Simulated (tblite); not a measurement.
Species: C₈H₁₁NSi.
SMILES with atom numbers: `[N:1]#[C:2][CH2:3][C:4]1=[CH:5][SiH2:6][C@H:7]2[CH2:8][C@@H:9]1[CH2:10]2` (hydrogens: H11, H12 on C3; H13 on C5; H14, H15 on Si6; H16 on C7; H17, H18 on C8; H19 on C9; H20, H21 on C10)

Computed geometry: GFN2-xTB, gas phase.

(1) What internal coordinates does the optimisation give?

Results:

(1) 
| bond | length (bohr) | order |
| --- | --- | --- |
| N1≡C2 | 2.160 | triple |
| C2–C3 | 2.724 | single |
| C3–C4 | 2.857 | single |
| C4=C5 | 2.517 | double |
| C5–Si6 | 3.553 | single |
| Si6–C7 | 3.587 | single |
| C7–C8, C7–C10 | 2.904 | single |
| C8–C9, C9–C10 | 2.911 | single |
| C4–C9 | 2.835 | single |
| C3–H11, C3–H12 | 2.069 | single |
| C5–H13 | 2.044 | single |
| Si6–H14, Si6–H15 | 2.771 | single |
| C7–H16 | 2.058 | single |
| C8–H17, C10–H21 | 2.059 | single |
| C8–H18, C10–H20 | 2.059 | single |
| C9–H19 | 2.063 | single |

Bonds in one row agree within 0.02 bohr and their mean is given. Orders are formal, as drawn. A selection of angles:
| angle | degrees |
| --- | --- |
| N1–C2–C3 | 178.8 |
| C2–C3–C4 | 109.9 |
| C3–C4–C5 | 122.7 |
| C3–C4–C9 | 116.0 |
| C5–C4–C9 | 121.3 |
| C4–C5–Si6 | 119.1 |
| C5–Si6–C7 | 97.9 |
| Si6–C7–C8 | 107.9 |
| C8–C7–C10 | 87.6 |
| C7–C8–C9 | 87.5 |
| C8–C9–C10 | 87.3 |
| C4–C9–C8 | 111.5 |

Torsions: C2–C3–C4–C5 119° (anticlinal); C3–C4–C5–Si6 180° (antiperiplanar); C4–C5–Si6–C7 0° (synperiplanar); C5–Si6–C7–C8 -47° (synclinal); Si6–C7–C8–C9 84° (synclinal); C7–C8–C9–C10 24° (synperiplanar); C8–C9–C10–C7 -24° (synperiplanar); C3–C4–C9–C8 -132° (anticlinal); Si6–C7–C10–C9 -84° (synclinal).

The 8 C–C bonds span 1.332 Å (C4=C5, drawn double) to 1.540 Å (C8–C9, drawn single), a spread of 0.208 Å. Si6 (SiH2 silicon) is distorted tetrahedral (angles from 97.9° to 111.9°). The 6-membered ring C4–C5–Si6–C7–C8–C9 has internal angles of 87.5° to 121.3° (sum 645°, against 720° for a flat polygon); it is puckered, 0.33 Å rms from its mean plane, widest ring torsion 88°. The 6-membered ring C4–C5–Si6–C7–C10–C9 has internal angles of 87.5° to 121.3°; it is puckered, 0.33 Å rms from its mean plane, widest ring torsion 88°. Of the pairs four or more bonds apart, C2···H19 is among the closest relative to their van der Waals radii: 2.71 Å, 93 % of the sum of Bondi's values. The 4-membered ring C7–C8–C9–C10 has internal angles of 87.3° to 87.6° (sum 350°, against 360° for a flat polygon); it is puckered, 0.16 Å rms from its mean plane, widest ring torsion 24°.

Point group: C1 (no symmetry element, even within 0.4 Å). Its GFN2-xTB frequencies are all real (lowest 38 cm⁻¹). The numbers are those of one conformer. 3 starts were optimised and ended at 0.00, 0.01 and 0.71 kcal/mol (GFN2-xTB); the lowest of these is shown.
